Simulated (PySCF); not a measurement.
Predicted microwave data (PBE0/def2-SVPD in PySCF (dipole) on a GFN2-xTB geometry, gas phase) for one isomer of C5H9ClO:

| Property | Result |
| --- | --- |
| Rotational constants | A = 4361, B = 1086, C = 972.2 MHz |
| Dipole components | \|μa\| = 2.44 D, \|μb\| = 1.68 D, \|μc\| = 0.35 D |
| Inertial defect | -61.48 u·Å² |
| κ | -0.93 |

Task: Which structure is it? (One computed conformer of each.)
A. `[CH3:1][CH:2]([CH3:3])[CH2:4][C:5](=[O:6])[Cl:7]` with C1–C2–C4–C5 167°, C2–C4–C5–O6 -9°
B. `[CH3:1][O:2]/[CH:3]=[C:4](/[CH3:5])[CH2:6][Cl:7]` with C1–O2–C3–C4 -178°, C3–C4–C6–Cl7 106°

Result: A. It is CC(C)CC(=O)Cl, a near-prolate asymmetric top, point group C1. The candidates at the same level (rigid rotor, commonest isotopes):

```
       SMILES  A (MHz)  B (MHz)  C (MHz)  μa (D)  μb (D)  μc (D)  Δ (u·Å²)  point group                        rotor
CO/C=C(/C)CCl     3277     1179    940.3    2.96    1.41    0.36    -45.30           C1               asymmetric top
CC(C)CC(=O)Cl     4361     1086    972.2    2.44    1.68    0.35    -61.48           C1  near-prolate asymmetric top
```

`CO/C=C(/C)CCl` has A 25 % too low. No structure here is proved a minimum.
